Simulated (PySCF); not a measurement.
# Relaxation of singlet BBr₃

Method: PySCF, PBE0, basis B def2-TZVP, Br def2-TZVP (no relativity, density fitting). A (50,194) grid was used.

A hand-made T-shaped start, of C2v symmetry, held to at least that symmetry:

```xyz
4
charge 0 multiplicity 1, angstrom
B     0.0000    0.0000   -0.6781
Br    0.0000    0.0000    1.3119
Br    1.9888    0.0000   -0.6087
Br   -1.9888    0.0000   -0.6087
```

(1) What forces act on the atoms at the start (eV/Å)?

(2) What does it relax to?

(3) How much energy is released, and in how many steps?

## Answers

(1) 
| atom | Fx | Fy | Fz |
| --- | --- | --- | --- |
| B1 | 0.00 | 0.00 | 4.43 |
| Br2 | 0.00 | 0.00 | 2.41 |
| Br3 | -0.13 | 0.00 | -3.42 |
| Br4 | 0.13 | 0.00 | -3.42 |

(2) It ends at D3h with B–Br 1.897 Å (×3); Br–B–Br 120.0° (×3). A frequency run shows a minimum.

(3) 336.1 kJ/mol in 7 steps.

The relaxation took 48 s on 4 threads of a shared Arm Neoverse V1 host, with 175 basis functions and 8 gradients; the process peaked at 1.1 GiB. Launch command: `OMP_NUM_THREADS=4 python axn.py task.json out`.
